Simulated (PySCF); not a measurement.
Computed shifts of a molecule C3H9AlO, PySCF with PBE/pcSseg-1, GIAO, gas phase, equivalent atoms averaged, in ppm (number of nuclei): ¹H: 5.21 (1), 4.47 (3), 1.39 (3), 0.50 (2). ¹³C: 59.6 (1), 11.8 (1), 4.4 (1). References: ¹H against TMS (σ = 31.49 ppm); ¹³C against TMS (σ = 182.0 ppm); ¹⁷O against H2O (σ = 334.3 ppm), references at their B3LYP-D3(BJ)/def2-TZVP geometries, non-relativistic. The structure is a stationary point at ωB97X-D3(BJ)/def2-SVP. The values are those of a single conformer.

Pick the molecule that these values belong to.
(A) CC[O][AlH][CH3]
(B) C[CH2][AlH][O]C
(C) C[O][Al]([CH3])[CH3]
(D) C[CH](C)[AlH][OH]

B, C[CH2][AlH][O]C
